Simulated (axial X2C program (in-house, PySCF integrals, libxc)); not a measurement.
## ZrO along the bond: TPSS, two-component

Computed with an axial X2C code built on PySCF integrals. Two-component (2c) means X2C with spin–orbit coupling and atomic mean-field two-electron Coulomb and Gaunt terms. Basis: Zr dyall-cv3z [11s12p9d6f3g], O dyall-av3z [7s6p3d2f] (cores contracted in-house); Gaussian nuclei, density fitting, unrestricted open shells. Masses: Zr 89.905 u, O 15.995 u.

State: Ω = 1 (⟨Sz⟩ = -1.00, ⟨Lz⟩ = 2.00 at TPSS). Dipoles are positive if O is the positive end.

Results along the bond:

| R (Å) | μ (D) | HOMO (eV) | LUMO (eV) |
| --- | --- | --- | --- |
| 1.562 | -2.529 | -2.98 | -2.90 |
| 1.614 | -2.959 | -3.11 | -3.02 |
| 1.665 | -3.366 | -3.23 | -3.15 |
| 1.717 | -3.748 | -3.36 | -3.27 |
| 1.777 | -4.167 | -3.50 | -3.41 |
| 1.837 | -4.558 | -3.63 | -3.54 |
| 1.915 | -5.019 | -3.79 | -3.70 |

One determinant describes the state; a PBE0 search over occupations chose it and may have missed a lower one. Density functionals use the spin component along the axis (collinear). PBE0 can misorder states that lie within some tenths of an eV, so this need not be the ground state of the molecule. The nearest other 2c determinant of the search, Ω = 3, lies 0.08 eV up at the distance of the search. The functionals have no current-density term, which raises determinants with orbital currents, atoms included. With several unpaired electrons one determinant need not be a pure state.
